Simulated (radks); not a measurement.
Values are calculated unless marked as measured or tabulated.
Excited configurations of Al4+: one electron is placed in a higher orbital outside [He] 2s2 2p4. The ground configuration is [He] 2s2 2p5. Level of theory: Dirac Kohn-Sham, PBE, spin-unpolarised, spherical densities, finite nucleus; open shells fill j = l - 1/2 first; Fermi nuclear charge, rms radius 3.061 fm (a radial shooting solver on a logarithmic mesh with Libxc functionals). Excitation = E - E(ground); binding = E(ion) - E, where the ion is the core of charge +5; n* = 5/sqrt(2 binding) in atomic units, and the quantum defect is n - n*.

\begin{tabular}{lrrrr}
outer orbital & excitation (eV) & binding (eV) & n* & <r> (bohr) \\ \hline
3s1/2 & 96.874 & 60.121 & 2.379 & 1.726 \\
3p1/2 & 105.47 & 51.520 & 2.569 & 1.822 \\
4s1/2 & 126.85 & 30.143 & 3.359 & 3.427 \\
4d3/2 & 134.01 & 22.985 & 3.847 & 3.870 \\
5s1/2 & 138.92 & 18.074 & 4.338 & 5.710 \\
5p1/2 & 140.38 & 16.610 & 4.525 & 6.027 \\
5d3/2 & 142.28 & 14.710 & 4.809 & 6.412 \\
5f5/2 & 143.10 & 13.891 & 4.948 & 6.190 \\
6f5/2 & 147.24 & 9.758 & 5.904 & 9.377 \\
7s1/2 & 148.39 & 8.605 & 6.287 & 12.03 \\
7d3/2 & 149.51 & 7.480 & 6.743 & 13.25 \\
7f5/2 & 149.78 & 7.217 & 6.865 & 13.15 \\
\end{tabular}

The Delta-SCF ionisation energy is 156.99 eV (NIST Atomic Spectra Database: 153.83 eV, semi-empirical). Self-interaction in the functional shifts the binding energies and quantum defects, so they are the method's values and not measured ones. Spin polarisation and multiplet splitting are left out, so open shells lie too high by an amount that depends on their filling.

Beside tabulated values, note that spin-unpolarised runs miss the spin-polarisation part of the exchange energy of open shells.
